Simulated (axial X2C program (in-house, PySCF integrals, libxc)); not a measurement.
**Spectroscopic constants of MoB**

Calculated with an in-house relativistic program for diatomic molecules. Spin-free means the one-electron spin-free X2C Hamiltonian. Basis: Mo dyall-cv3z [11s12p9d5f3g], B dyall-v3z [7s6p2d1f] (cores contracted in-house); Gaussian nuclei, density fitting, unrestricted open shells. Masses: Mo 97.905 u, B 11.009 u.

Input file and command:
```json
{"zs": [42, 5], "q": 0, "bas": ["dyall-cv3z", "dyall-v3z"], "levels": ["PBE0", "HF", "BP86"], "cc": true, "r0": 2.23, "thr": -1.0, "nmax": 90, "npts": 10, "nst": 2, "ntry": 6}
```
```bash
python so2c.py task.json out
```

Keys: zs atomic numbers; q charge; bas basis sets; levels methods; cc coupled cluster on or off; r0 starting distance in Å; thr threshold in hartree for freezing inner shells (an s shell follows its p shell); nmax most natural virtual spinors; npts points on the curve; nst determinants followed; ntry starts of the search. HF also brings MP2.

State, spin-free: M_S = 5/2, Λ = 1 (beyond evenly filled blocks: 2 × σα, π+α, π+β, π-α, δ+α, δ-α); electrons by block: σα: 12, σβ: 10, π+α: 5, π+β: 5, π-α: 5, π-β: 4, δ+α: 2, δ+β: 1, δ-α: 2, δ-β: 1. Fragments: Mo + B.

```
Hamiltonian    level  Re (Å)  ωe (cm⁻¹)  Be (cm⁻¹)  αe (cm⁻¹)  De (eV)  k (mdyn/Å)  μ (D)
  spin-free     PBE0   1.970      638.7     0.4388    0.00489     2.07        2.38  -2.33
  spin-free     CCSD   1.991      582.2     0.4295    0.00577     1.46        1.98    n/a
  spin-free  CCSD(T)   1.974      625.3     0.4369    0.00537     1.69        2.28    n/a
  spin-free     BP86   1.970      685.7      0.439    0.00346     2.64        2.74  -1.98
```

Correlated methods: 9 electrons correlated (number of frozen shells: Mo 4 s, 3 p, 1 d; B 1 s), 271 virtual spin orbitals or spinors in MP2, 90 natural virtuals in coupled cluster.

Dipoles are positive if B is the positive end.

Occupations by symmetry block were frozen at the best pattern of an incomplete PBE0 search. De is counted from the lowest determinant-based energies of the atoms at the same level, without counterpoise correction. CCSD and (T) use frozen natural virtuals with an MP2 correction for the truncation; (T) itself is uncorrected, so its De runs slightly low. Other states lie close and PBE0, whose exact exchange favours high spin, may order them wrongly; the determinant shown need not be the ground state. The nearest other spin-free determinant of the search, M_S = 3/2, Λ = 1, lies 0.19 eV up at the distance of the search. The functionals have no current-density term, which raises determinants with orbital currents, atoms included. At some level and bond length an empty orbital lies below a filled one. The determinant is spin-polarised beyond a pure state at some levels (its spin-free form has ⟨S²⟩ too high), which makes Re and μ there less reliable. The T1 diagnostic is large, a sign of multireference character. With the outer-core shells frozen, correlated bond lengths of heavy atoms tend to come out a few hundredths of an ångström too long.

No reliable constants came from BP86 (2c), CCSD (2c), CCSD(T) (2c), HF (2c), HF (spin-free), MP2 (2c), MP2 (spin-free), PBE0 (2c): no minimum in range, unconverged points, a curve that is not smooth, a change of character along it, or the two Hamiltonians disagreeing along it.

The whole task took 3 min on 1 thread of Arm Neoverse V2 (shared host).
